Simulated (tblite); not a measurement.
Species: C12H6N2.
InChI=1S/C12H6N2/c1-2-8-5-12-10(6-13)3-9(8)4-11(12)7-14/h1,3-5,9,12H/t9-,12+

Level: GFN2-xTB in tblite, geometry and Hessian alike; calculated harmonic values, unscaled, isolated species. Against measured fundamentals such values can be off by several per cent, at times by over 20.

Harmonic wavenumbers (cm⁻¹): 66.4, 69.1, 103.1, 124.4, 151.4, 167.5, 303.3, 350.0, 372.8, 381.8, 402.7, 417.2, 448.1, 466.5, 516.8, 544.4, 572.9, 580.1, 588.6, 662.2, 673.7, 680.5, 683.4, 773.0, 793.5, 806.0, 848.1, 876.6, 951.0, 982.5, 1028.6, 1045.4, 1109.9, 1147.9, 1169.9, 1176.6, 1195.4, 1197.9, 1217.7, 1238.7, 1268.0, 1268.2, 1629.0, 1638.0, 1674.6, 2248.6, 2363.9, 2369.0, 3024.4, 3028.1, 3135.0, 3135.6, 3145.4, 3398.9.

A = 935.3, B = 637.3, C = 446.0 MHz; mass 178.053 u (most abundant isotopes); point group Cs, symmetry number 1.

Task: What is the zero-point energy?

Result: ½Σν̃ = 30106 cm⁻¹ = 86.08 kcal/mol.

Task: Give the ideal-gas entropy at 500 K and 1 bar in the rigid-rotor, harmonic-oscillator model (classical rotation).

Result: Translation 44.03, rotation 33.01, vibration 59.53: S = 136.6 cal/(mol K).

Task: And Cp and H(500 K) − H(0)?

Result: Cp = 68.13 cal/(mol K), of which vibrations give 60.18 (their classical limit is 54 R = 107.3); H(500 K) − H(0) = 19.80 kcal/mol without the zero-point energy, 15.82 from vibrations.

Task: Which modes carry the vibrational entropy at 500 K?

Result: 66.4 cm⁻¹: 5.28; 69.1 cm⁻¹: 5.20; 103.1 cm⁻¹: 4.41; 124.4 cm⁻¹: 4.04; 151.4 cm⁻¹: 3.65; 167.5 cm⁻¹: 3.46 cal/(mol K); the other 48 give 33.49 together.

Task: How do the functions run with temperature in this model?

Result: 
```tsv
T (K)	S (cal/(mol K))	Cp (cal/(mol K))	H − H(0) (kcal/mol)	G − H(0) (kcal/mol)	ln q(vib)
150	82.1	26.4	2.48	-9.83	3.04
250	99.0	40.9	5.85	-18.90	6.04
298.15	106.7	47.3	7.97	-23.85	7.56
400	122.4	59.1	13.42	-35.53	10.82
600	149.6	75.2	26.98	-62.81	17.18
900	183.0	89.1	51.83	-112.90	26.01
```

q(vib) and H(0) count from the zero-point level.

Hindered rotation and anharmonicity are outside this model.

Hardware: 2 threads of an Intel Xeon Platinum 8375C at 2.90 GHz (shared host). Cost: 1.4 s wall, 2.9 s CPU. The figure is for the frequency step alone.
